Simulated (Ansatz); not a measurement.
This geometry of CH$_{5}$BFNSi (10 atoms, charge 0, multiplicity 1) is a first-order saddle point.

Level of theory: Ansatz 0.2.0, RKS PBE/6-31G*.

```xyz
10
Properties=species:S:1:pos:R:3
C -0.791 1.182 -1.331
N -1.513 0.341 -0.686
B -0.878 -0.532 0.302
F -1.697 -1.382 0.936
Si 1.092 -0.661 0.881
H -1.260 1.849 -2.078
H 0.307 1.310 -1.202
H 1.588 -2.064 0.676
H 1.204 -0.356 2.349
H 2.031 0.263 0.156
```

Task: Which two structures does it join? (They come from a converged band through this point; their orientation in space is the band's.)

Result: No bond is made or broken.  The two ends are copies of one structure, up to a mirror image or an exchange of like atoms.

First end point:

```xyz
10
Properties=species:S:1:pos:R:3
C -0.839 1.239 -1.658
N -0.785 0.320 -0.802
B -0.631 -0.647 0.166
F -1.599 -1.571 0.384
Si 1.076 -0.670 1.276
H -1.265 2.233 -1.421
H -0.465 1.098 -2.689
H 1.774 -1.997 1.162
H 0.770 -0.454 2.733
H 2.046 0.397 0.850
```

Last end point:

```xyz
10
Properties=species:S:1:pos:R:3
C -0.826 1.216 -1.683
N -0.784 0.320 -0.803
B -0.639 -0.632 0.182
F -1.619 -1.539 0.418
Si 1.070 -0.657 1.290
H -0.451 1.043 -2.710
H -1.239 2.221 -1.474
H 1.771 -1.982 1.162
H 0.765 -0.457 2.749
H 2.036 0.416 0.872
```

Task: How far does it lie above each of them?

Result: 12.1 kcal/mol above the first and 12.1 kcal/mol above the second. This is the barrier of this one path; another mechanism may lie lower.

The run took 7 min on 1 CPU thread of a shared host.
